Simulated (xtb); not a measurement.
Ge(Cl)(OH) (ClGeHO), SMILES [OH][Ge][Cl] (connectivity only; charge and spin as stated), neutral, multiplicity 1. All values are semi-empirical tight-binding results from xtb (GFN2-xTB unless named), good for trends rather than for accurate numbers. The structure is a stationary point at GFN2-xTB. One conformer was computed; it need not be the lowest.

Optimised geometry:

```xyz
4

Ge     0.4692     0.4592     0.0000
Cl    -0.2663    -1.5613     0.0000
O     -1.1450     1.2125     0.0000
H     -1.3290     2.1480     0.0000
```
Charge 0, spin multiplicity 1.

For metal compounds this method's bond lengths and energies can be far off.

| Item | Result |
|---|---|
| point group as xtb finds it | Cs |
| orbital gap | 4.25 eV |
| zero-point energy | 8.1 kcal/mol |
| G − E(el) at 298.15 K (modified RRHO) | -9.7 kcal/mol |

**Question.** Give the atomic charges and the Wiberg bond orders between heavy atoms. (The exact figures need the calculation; the answer reports its results.)

**Answer.** charges (e) Ge1 0.40, Cl2 -0.22, O3 -0.49, H4 0.31. Bond orders Ge1–Cl2 1.30, Ge1–O3 1.32.
